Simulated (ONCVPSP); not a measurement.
**What one change does to a pseudopotential (scandium (Sc), ONCV)**

ONCVPSP 4.0.1 input, shortened (lines: element, Z, core and valence counts, functional; n l f; lmax; l rc ep ncon nbas qcut; lloc lpopt rc5 dvloc0; l nproj debl; icmod fcfact rcfact), PBE, scalar-relativistic:

```
  Sc 21.00    3    3        4      upf
    1    0    2.00
    2    0    2.00
    2    1    6.00
    3    0    2.00
    3    1    6.00
    3    2    1.00
    2
    0    1.75    0.00    4    9    8.10
    1    1.65    0.00    5    9    8.50
    2    2.85    0.00    5    9    5.70
    4    5    1.40   -1.00
    0    2    2.10
    1    3    3.10
    2    1    1.20
    3    4.25    1.25
```

In the s channel the program set the typed energies aside and used -2.587, 0.250 Ha.

All-electron outer shells of the reference configuration (PBE, scalar-relativistic, ld1.x):

```json
{"shell": "3s", "level (eV)": "-70.40", "outermost node (bohr)": "0.42", "outermost maximum (bohr)": "0.92"}
{"shell": "3p", "level (eV)": "-48.95", "outermost node (bohr)": "0.39", "outermost maximum (bohr)": "0.97"}
{"shell": "3d", "level (eV)": "-17.91", "outermost node (bohr)": "–", "outermost maximum (bohr)": "1.08"}
```

Change: d: qcut 3.8.

Cutoffs: the cutoffs (Ha) at which the residual kinetic energy of the hardest occupied pseudo-wave falls to 1 and 0.1 mHa per electron; they do not see the model core or the augmentation charge, which bear on the density cutoff. Errors are all-electron minus pseudo energies relative to the spin-unpolarised reference configuration.

Q: Predict the effect on cutoff, ghosts and configuration errors.

A: The potential gets harder (19 Ha and 23 Ha → 33 Ha and 38 Ha); of the 4 tests that both files solve, the error grows in 4 and shrinks in 0 by more than 15 % and 0.3 meV (median size 55.3 → 134.2 meV); neither file shows a bound ghost.

| quantity | base | changed |
| --- | --- | --- |
| cutoff, loose | 19 Ha | 33 Ha |
| cutoff, tight | 23 Ha | 38 Ha |
| loose cutoff by channel | s 19 Ha, p 17 Ha, d 13 Ha | s 19 Ha, p 17 Ha, d 33 Ha |
| bound ghosts | none | none |
| GHOST(+) flags under 300 eV | none | none |
| error for 3s2 3p6 3d1 4s2, meV [ΔE -19.66 eV] | -12 | -40 |
| error for 3s2 3p6 3d1 4s1, meV [ΔE -12.77 eV] | -5.3 | -16 |
| error for 3s2 3p6 3d0, meV [ΔE 24.87 eV] | +441 | +797 |
| error for 3s2 3p6 3d2, meV [ΔE -12.09 eV] | +99 | +228 |
| s: phases at 1.78 bohr within 0.05 rad from the reference energy up to (Ha; the scan ends near 5) | to the end of the scan | to the end of the scan |
| p: phases at 1.68 bohr within 0.05 rad from the reference energy up to (Ha; the scan ends near 5) | to the end of the scan | to the end of the scan |
| d: phases at 2.89 bohr within 0.05 rad from the reference energy up to (Ha; the scan ends near 5) | -0.3 | -0.4 |
| rms error of d²Exc/dni dnj with the model core, mHa | 2.65 | 5.90 |
